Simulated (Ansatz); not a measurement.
**Question.** Name a neutral molecule of Cl, F, Si, Sn and H with HOMO–LUMO gap (PBE0/def2-TZVPP) between 7.05 and 7.35 eV and HOMO–LUMO gap (ωB97M-V/def2-TZVPP) between 10.90 and 11.20 eV (Ansatz, PBE0-D4/def2-TZVP geometry).

**Answer.** `[F][SnH]([SiH3])[Cl]` (7.20 eV, 11.03 eV); `[F][Sn]([F])([SiH3])[Cl]` (7.14 eV, 11.12 eV). Other molecules can fit too; these were computed, each in one conformer that needn't be the lowest.
